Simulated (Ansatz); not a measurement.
A structure relaxed at PBE-D4/def2-SVP in Ansatz, charge 0, singlet:

```xyz
7

Zr   -0.007    0.007    0.007
Na   -2.271   -1.795   -1.749
Na    1.607    2.474   -1.654
Na    2.289    1.790    1.742
Na    1.735   -1.632    2.401
Na   -1.610   -2.480    1.653
Na   -1.742    1.637   -2.401
```

Question: Give its formula and point group.

Answer: the cluster Na6Zr. Point group D3d (tolerance 0.1 Å).

Question: Summarise the bond lengths by kind (pairs closer than 1.2 times the sum of covalent radii, bridged metal pairs left out).

Answer: 6 × Na–Zr 3.38 to 3.39 Å; 6 × Na–Na 3.53 Å. The metal has 6 neighbours: Na 3.38 Å, Na 3.38 Å, Na 3.39 Å, Na 3.38 Å, Na 3.39 Å, Na 3.39 Å.

In the def2 sets Zr takes a core potential; there is no spin–orbit coupling. The restricted singlet is unstable towards broken spin symmetry in Hartree–Fock (as tested in another run); at PBE-D4/def2-SVP this wasn't settled. The relaxation made no stability test and no search for a lower SCF solution. No other spin state of charge 0 was run. Another isomer (quintet) lies 1.31 eV lower at PBE0-D4/def2-TZVP; other spin states weren't run for this one.
